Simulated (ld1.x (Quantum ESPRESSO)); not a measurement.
Si (Z = 14), ultrasoft: configuration errors across variants

Si, ultrasoft, made with ld1.x (Quantum ESPRESSO) 7.5 (PBE, non-relativistic). Core [Ne], reference 3s2 3p1 (charge +1). Waves: 3s (bound): rcut 1.40, rcutus 1.70 bohr; 3s channel at 1.25 Ry: rcut 1.40, rcutus 1.70 bohr; 3p (bound): rcut 2.10, rcutus 2.50 bohr; 3p channel at -0.25 Ry: rcut 2.10, rcutus 2.50 bohr. Local part: all-electron potential smoothed inside 2.10 bohr (lloc = -1). Core correction: none. Augmentation charge: built from norm-conserving waves at rcut, not smoothed further.

All-electron excitation energies from the reference (eV): (1) 3s2 3p2 -7.751; (2) 3s2 3p0 16.005; (3) 3s1 3p0 49.907; (4) 3s2 3p2.3 -8.684; (5) 3s1 3p2 7.368; (6) 3s0 3p4 5.913; (7) 3s1 3p3 -0.992.

The overlap operator is not positive definite (basis up to 400 Ry) in “local potential all-electron potential smoothed inside 2.80 bohr (lloc = -1)”. Such files are unfit for use, however small their errors in these radial tests.

2 further variants failed, have other tests or another functional or relativity, and are left out.

Errors AE − PS in meV (a dash: test not solved or not reliable):

| change | (1) | (2) | (3) | (4) | (5) | (6) | (7) | bound ghosts |
| --- | --- | --- | --- | --- | --- | --- | --- | --- |
| base | -1.0 | +1.1 | +63 | -1.6 | +7.5 | +26 | +6.1 | none |
| augmentation PSQ, radius 1.50 bohr | -1.8 | -2.3 | +38 | -2.6 | +5.0 | +18 | +2.2 | none |
| all radii scaled by about 0.91 (s 1.56, p 2.28 bohr, rcut 1.28/1.92); local potential all-electron potential smoothed inside 1.92 bohr (lloc = -1) | -0.3 | +4.4 | +60 | -0.7 | +11 | +72 | +13 | none |
| wave 3s channel at 1.25 Ry: rcut 1.40, rcutus 1.70 bohr becomes 3s channel at 2.26 Ry: rcut 1.40, rcutus 1.70 bohr | -0.9 | +1.2 | +64 | -1.5 | +7.5 | +26 | +6.2 | none |
| local potential all-electron potential smoothed inside 2.80 bohr (lloc = -1) | -1.0 | +0.8 | +63 | -1.6 | +6.7 | +26 | +5.0 | not determined (overlap not positive) |

Q: Give the same row for: waves 3p (bound): rcut 2.10, rcutus 2.92 bohr; 3p channel at -0.25 Ry: rcut 2.10, rcutus 2.92 bohr.

A: -1.0, +1.1, +63, -1.6, +7.6, +26, +6.1; bound ghosts: none.
